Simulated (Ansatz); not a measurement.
Basis-set extrapolation for `C[NH][Al]([NH2])[OH]` (PBE0-D4/def2-TZVP geometry, frozen core, the Gaussian-basis code of Ansatz). Multiplicity 1, RHF reference.

|  | def2-TZVPP | def2-QZVPP |
| --- | --- | --- |
| HF | -467.863811 | -467.883177 |
| MP2 correlation | -0.923269 | -0.991449 |
| CCSD(T) correlation | -0.989486 | not run |

Energies in hartree. Use E(X) = E(∞) + A·exp(−7.88·√X) for Hartree–Fock and E(X) = E(∞) + B·X^(−2.97) for correlation, with X = 3 and 4, and add CCSD(T) minus MP2 of the smaller set to the MP2 limit.

Problem. What is the CCSD(T) energy at the basis-set limit?

Solution. HF limit: -467.883177 + (-0.019366) × 0.13774 = -467.88584. MP2 limit: -0.991449 + (-0.068180) × 0.74074 = -1.04195. Higher-order term: -0.989486 − (-0.923269) = -0.06622. Total: -468.99401 hartree, 88.3 kcal/mol below CCSD(T)/def2-TZVPP.
